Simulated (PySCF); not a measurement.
SMILES I[Si](I)I (I₃Si), doublet (CAM-B3LYP/def2-SVP optimised geometry):

```
4

I     -1.670    -2.424    -1.914
Si    -0.792    -1.150     0.000
I      1.669    -1.150     0.000
I     -1.669     1.150     0.000
```

Computed with PySCF 2.14.0 with unrestricted CAM-B3LYP/def2-TZVP, def2 effective core potentials past Kr.

### Question
What are the frontier orbital energies (α orbitals alone; a β orbital can be the lowest empty one) and the dipole moment?

### Answer
HOMO-2 -9.23 eV, HOMO-1 -8.93 eV, HOMO -7.66 eV, LUMO -1.02 eV, LUMO+1 0.16 eV; dipole moment 0.27 D.

On the same geometry unrestricted PBE/def2-TZVP, def2 effective core potentials past Kr (PySCF) gives HOMO-2 -6.92 eV, HOMO-1 -6.61 eV, HOMO -5.53 eV, LUMO -2.74 eV, LUMO+1 -1.65 eV; dipole moment 0.07 D.
